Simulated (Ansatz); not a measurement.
Pulling on the C3–H7 bond in C2H4Si (SMILES C#C[SiH3]) (multiplicity 1 held, fragments rigid). Energies count from the point at 1.064 Å.
Geometry at that point (charge 0, multiplicity 1):
```xyz
7

Si    -0.94558    -0.07811    -0.46973
C      0.68460     0.05655     0.34009
C      1.76131     0.14550     0.87496
H     -1.05376     0.95013    -1.52668
H     -1.08493    -1.42239    -1.06941
H     -2.01018     0.12954     0.53507
H      2.71147     0.22399     1.34697
```

Signs of static correlation in cc-pV(D+d)Z, from Ansatz (an electronic-structure program) runs.

```csv
R (Å),T1 of restricted CCSD,⟨S²⟩ of UHF,largest double amplitude of restricted CCSD
0.851,0.012,0.000,0.061
0.957,0.012,0.000,0.061
1.064,0.012,0.000,0.060
1.170,0.012,0.000,0.060
1.277,0.013,0.000,0.059
1.436,0.013,0.000,0.062
1.596,0.014,0.139,0.069
1.862,0.016,0.853,?
2.128,0.021,1.159,0.298
2.447,0.030,1.305,0.445
2.872,0.042,1.366,?
3.404,0.053,1.384,0.797
```

Problem. Some entries are withheld; supply them.

Solution. 
- 1.862, largest double amplitude of restricted CCSD: 0.182
- 2.872, largest double amplitude of restricted CCSD: 0.631

Doubts at one or more of the structures used: a restricted determinant that unrestricted orbitals would lower (R-CCSD(T)/cc-pV(D+d)Z); other coupled-cluster roots lie near (R-CCSD(T)/cc-pV(D+d)Z); T1 above 0.05 (R-CCSD(T)/cc-pV(D+d)Z, U-CCSD(T)/cc-pV(D+d)Z); a spin-contaminated determinant (U-CCSD(T)/cc-pV(D+d)Z); the program's own flag: large difference (U-CCSD(T)/cc-pV(D+d)Z).
